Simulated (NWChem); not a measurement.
## Correlation energy of C2H4ClFSi

```xyz
9

F      2.7097    -0.5349     0.0000
Si     1.0896    -0.7330     0.0000
C      0.3529     0.9874     0.0000
C     -0.9527     1.2665     0.0000
Cl    -2.1846     0.0243     0.0000
H      0.7224    -1.4914     1.2238
H      0.7224    -1.4914    -1.2238
H      1.0323     1.8495     0.0000
H     -1.3804     2.2728     0.0000
```
Charge 0, spin multiplicity 1.

Program: NWChem. All single points use one geometry, from B3LYP/def2-SVP, a minimum by its harmonic frequencies. It is one conformer; others weren't searched.

Basis set: cc-pVDZ. Each correlation energy counts from its own Hartree-Fock reference.

The correlated methods keep 13 core orbitals frozen. The structure started from a generated list of species. Coupled-cluster values serve here as a point of comparison, not as the truth.

**Question.** One of these methods gave a correlation energy of -683.5 mHa. Which?
A. CCSD
B. CCSD+T(CCSD)
C. SCS-MP2
D. RI-MP2

**Answer.** D, RI-MP2. The others give -671.8 (SCS-MP2), -729.9 (CCSD), -751.5 (CCSD+T(CCSD)).
